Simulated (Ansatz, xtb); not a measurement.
**BClH4NO: which of two structures lies lower**

Structure X: a doublet given by its coordinates. Structure Y: `[NH3+][B@H-]([O])Cl`, a doublet. Both are isolated molecules in the gas phase, relaxed with B3LYP/6-31G*.

X (Å):

```xyz
8

B     0.0598   -0.4081   -0.6400
Cl    1.8072   -1.0339   -0.4851
N    -0.8154   -0.7083    0.5236
O    -0.1437    0.8400   -1.2256
H    -0.5075   -1.3708   -1.3500
H     0.5914    1.0846   -1.8032
H    -0.7548   -1.6098    0.9840
H    -1.7507   -0.3106    0.5421
```

Close contacts (Å): B1–Cl2 1.86, B1–N3 1.49, B1–O4 1.39, B1–H5 1.32, N3–H7 1.01, N3–H8 1.02, O4–H6 0.97.

Y (Å):

```
atom    x (Å)    y (Å)    z (Å)
   B  -0.6719   0.1922  -0.5823
  Cl  -1.5682  -1.1798  -1.5138
   N   0.8668   0.1316  -1.2770
   O  -0.5854   0.1222   0.7761
   H   1.4790   0.8118  -0.8216
   H   0.8434   0.3184  -2.2810
   H   1.2661  -0.8005  -1.1454
   H  -1.1053   1.3003  -0.8615
```

Quicker runs give these differences E(Y) − E(X): GFN2-xTB +18.7 kcal/mol; HF/STO-3G −30.9 kcal/mol (at GFN2-xTB geometries); r2SCAN-D4/def2-SVP +6.3 kcal/mol (at GFN2-xTB geometries).

Task: Estimate which is lower in electronic energy at CCSD(T)/def2-SVP + ΔMP2/def2-TZVPP, and by roughly how much.

Result: The CCSD(T)/def2-SVP + ΔMP2/def2-TZVPP calculation puts structure X lower, by 6.5 kcal/mol.

How the difference moves with the method:

```
                             level      geometry  E(Y) − E(X) (kcal/mol)  departure from the last row (kcal/mol)  job, with rough time for the two
                          GFN2-xTB      GFN2-xTB                     +18.7                                   +12.2              optimisation, 0.72 s
                         HF/STO-3G      GFN2-xTB                     −30.9                                   −37.3               single point, 2.8 s
                r2SCAN-D4/def2-SVP      GFN2-xTB                      +6.3                                    −0.1                single point, 16 s
                      B3LYP/6-31G*  B3LYP/6-31G*                      +4.8                                    −1.7             optimisation, 5.3 min
                       HF/def2-SVP  B3LYP/6-31G*                     −10.0                                   −16.5           part of the CCSD(T) run
                      MP2/def2-SVP  B3LYP/6-31G*                      +6.8                                    +0.4           part of the CCSD(T) run
                  CCSD(T)/def2-SVP  B3LYP/6-31G*                      +3.9                                    −2.6                      single point
CCSD(T)/def2-SVP + ΔMP2/def2-TZVPP  B3LYP/6-31G*                      +6.5                                                     single point, 2.8 min
```

HF/STO-3G, HF/def2-SVP put the two in the other order. The largest departure from CCSD(T)/def2-SVP + ΔMP2/def2-TZVPP is that of HF/STO-3G, 37.3 kcal/mol. The last row adds to CCSD(T) the change of the MP2 difference between the two basis sets, here +2.6 kcal/mol.

With harmonic frequencies from B3LYP/6-31G* (ideal gas, rigid rotor, one conformer each, 298.15 K, 1 atm): the zero-point term adds +2.3 kcal/mol; ΔH is +8.8 and ΔG +8.6 kcal/mol.

Open shells are spin-unrestricted. The correlated steps freeze 8 core orbitals. Codes used: Ansatz 0.2.0, xtb 6.7.1; the last row on 1 thread of AMD EPYC (Zen 3) on a shared host.
